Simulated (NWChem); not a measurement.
Molecule: SiH₃TeOF; SMILES F[Te]O[SiH3]

```xyz
7

Te     0.2835    -0.7901     0.0454
F     -1.6302    -1.0718    -0.0749
O      0.3100     1.0399    -0.6796
Si    -0.1291     2.4226     0.1788
H     -1.5778     2.3896     0.5328
H      0.1579     3.5744    -0.7202
H      0.6789     2.5338     1.4319
```
Atoms are numbered in this order, from 1.

The geometry was optimised at PBE0/def2-SVP. No frequency run checked for a minimum. def2 effective core potentials on Te; no spin-orbit coupling.

Q: List the 4 lowest vertical singlet excitations from CAM-B3LYP/def2-SVPD with def2 effective core potentials on Te, TDA (NWChem).

A: 
```
state  energy (eV)  oscillator strength  leading excitation (squared amplitude)
-----  -----------  -------------------  --------------------------------------
S1            2.46                0.000                      HOMO → LUMO (0.98)
S2            3.33                0.003                    HOMO → LUMO+1 (0.97)
S3            5.81                0.110                    HOMO → LUMO+2 (0.97)
S4            5.97                0.008                    HOMO−1 → LUMO (0.63)
```
